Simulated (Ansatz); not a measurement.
`CB(C)C[SiH3]` + H₂S → `CB(C)S` + `C[SiH3]`  (ligand exchange at a B–C bond)

Gas-phase electronic energies from Ansatz, PBE0-D4/def2-TZVP geometries. CCSD(T)/CBS is the MP2 limit (def2-TZVPP, def2-QZVPP) plus CCSD(T) − MP2 in def2-TZVPP, frozen cores. This one scheme is used for every species. DFT in def2-TZVPP. Each species was taken in one conformer, which may not be the lowest.

```tsv
species	ωB97X-V energy (Eh)
`CB(C)C[SiH3]`	-435.27991
H₂S	-399.34253
`CB(C)S`	-503.47760
`C[SiH3]`	-331.17281
```

Task: Work out ΔE.

Result: ΔE = (-503.47760) + (-331.17281) − (-435.27991) − (-399.34253) = -0.02797 Eh = -73.4 kJ/mol. CCSD(T)/CBS gives -73.0 kJ/mol.

Largest T1 diagnostic among the species: 0.012.

The D4 term adds +5.8 kJ/mol with B3LYP and +3.7 kJ/mol with PBE0; it sums over pairs of atoms, weighted by their polarisabilities, and B3LYP, whose exchange is more repulsive, gets the larger term. Leaving LDA and LC-ωPBE aside and taking each functional with its dispersion term where it has one, the values, not all of them listed here, spread over 7.0 kJ/mol, from B2PLYP to ωB97M-V. LDA lies +5.2 kJ/mol from PBE without D4.

B3LYP here is the variant with VWN-RPA as its local correlation; programs differ in this.
